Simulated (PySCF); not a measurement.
C₄H₁₅BN₂.
Cartesian coordinates in Å at the PBE0-D3(BJ)/def2-SVP level; atoms count from 1:
```
atom  x, y, z in Å
B1    -2.0140   -1.0207    0.5285
N2    -0.7467   -0.0530    0.1409
C3    -0.9016    0.3906   -1.2532
C4    -0.7679    1.1215    1.0363
C5     0.4899   -0.8601    0.3216
C6     1.7712   -0.3587   -0.3237
N7     2.1829    0.9546    0.1283
H8    -2.0097   -1.9257   -0.3007
H9    -3.0126   -0.3129    0.4589
H10   -1.7942   -1.4214    1.6673
H11   -0.1349    1.1346   -1.5158
H12   -1.9012    0.8295   -1.3615
H13   -0.8352   -0.4803   -1.9174
H14   -1.7229    1.6422    0.8959
H15   -0.7248    0.7664    2.0737
H16    0.0807    1.7825    0.8157
H17    0.6179   -0.9892    1.4066
H18    0.2613   -1.8570   -0.0824
H19    2.5210   -1.1596   -0.1488
H20    1.6380   -0.3198   -1.4170
H21    3.0098    1.2667   -0.3753
H22    2.4353    0.9334    1.1153
```

Linear response at wB97X-D/def2-SVPD (PySCF, frozen core in the response, non-relativistic).

Static isotropic polarisability: 85.01 au (12.60 Å³), principal values 80.2, 82.5, 92.3 au.

(1) What is the polarisability at 1064 nm and at the sodium D line?

(2) What is the isotropic C6 coefficient between two such molecules, C6 = (3/π)∫α(iω)² dω?

(3) Which effective excitation energy ω̄ makes London's formula C6 = (3/4)α²ω̄ exact here?

(4) The lowest 10 singlets have (eV, f): 6.70, 0.014; 7.71, 0.063; 7.74, 0.051; 7.86, 0.007; 8.13, 0.078; 8.42, 0.027; 8.45, 0.014; 8.47, 0.019; 8.83, 0.008; 8.87, 0.005. What share of the static polarisability do they carry in the sum over states α = Σ f/ω²?

(5) What three-body coefficient follows from the one-pole estimate C9 = (3/4)·α·C6?

(6) How anisotropic is the static polarisability, by Δα² = ½[(α1 − α2)² + (α2 − α3)² + (α3 − α1)²]?

(7) How many electrons N does the Slater–Kirkwood formula C6 = (3/4)·√N·α^(3/2) need to give this C6?

(8) What n − 1 at the D line would an ideal gas of it have at 273.15 K and 1 atm (2.6868 × 10¹⁹ cm⁻³), by n − 1 = 2π·N·α′?

(9) What molar refraction at the D line follows from R = (4π/3)·N_A·α′, with α′ the polarisability volume?

## Answers

(1) 85.60 au at 1064 nm (+0.7 %), 86.96 au at 589.3 nm (+2.3 %). The rise at 589.3 nm is 3.34 times that at 1064 nm; a pure ω² law gives 3.26. The lowest singlet lies at 185 nm, shorter than both wavelengths.

(2) 3194 au (Eh·bohr⁶) by a ten-point quadrature over imaginary frequencies, which is 1910 eV·Å⁶ or 184 J·nm⁶/mol.

(3) ω̄ = 4·C6/(3α²) = 0.589 Eh = 16.0 eV. A one-pole form α(ω) = α/(1 − ω²/ω̄²) fitted to the 1064 nm value gives 14.1 eV. London's choice of the ionisation energy (9.66 eV, ΔSCF at the same level) gives C6 = 1920 au, 40 % too low.

(4) 3.36 au, 4.0 % of α; the largest term, 0.88 au, is that of the state at 8.13 eV. Their oscillator strengths add up to 0.29. Higher states carry the rest.

(5) 204000 au. This is an estimate from the two numbers above, not a computed integral.

(6) Δα = 11.1 au, or 0.13 of the isotropic value.

(7) N = (4·C6/3)²/α³ = 29.5; the species has 58 electrons in all.

(8) 21.75 × 10⁻⁴, a formal value whether or not that pressure can be reached.

(9) α′ = 12.89 Å³ gives R = 32.50 cm³/mol, for isolated, non-vibrating species.

One conformer stands for the species.

wB97X-D is run here without its empirical dispersion term; that term would change no orbital, density or response property at a fixed geometry.
